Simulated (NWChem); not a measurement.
**Correlation energy of Pb**

```xyz
1

Pb     0.0000     0.0000     0.0000
```
Charge 0, spin multiplicity 3.

The numbers come from NWChem runs, not from measurements.

Basis set: def2-SVP. Each correlation energy counts from its own Hartree-Fock reference.

Effective core potentials replace the inner electrons of Pb; spin-orbit coupling is left out. The correlated methods keep 4 core orbitals frozen. The stability of the SCF solutions was not checked. Open-shell Hartree-Fock references start from PBE0 orbitals. No row is a measurement; the coupled-cluster row has its own basis-set and correlation limits.

| method | correlation energy (mHa) |
|---|---|
| CCSD on ROHF | ___ |
| SCS-UMP2 | ___ |
| CCSD[T] on UHF | -69.1 |
| CCSD(T) on ROHF | -72.7 |
| CCSD(T) on UHF | -69.0 |
| CCSD on UHF | ___ |
| CCSD[T] on ROHF | -72.8 |
| UMP2 | ___ |
| CCSDT on ROHF | -72.8 |

Task: Some entries are withheld; supply them.

Result: 
- CCSD on ROHF, correlation energy (mHa): -71.2
- SCS-UMP2, correlation energy (mHa): -53.2
- CCSD on UHF, correlation energy (mHa): -67.6
- UMP2, correlation energy (mHa): -55.2
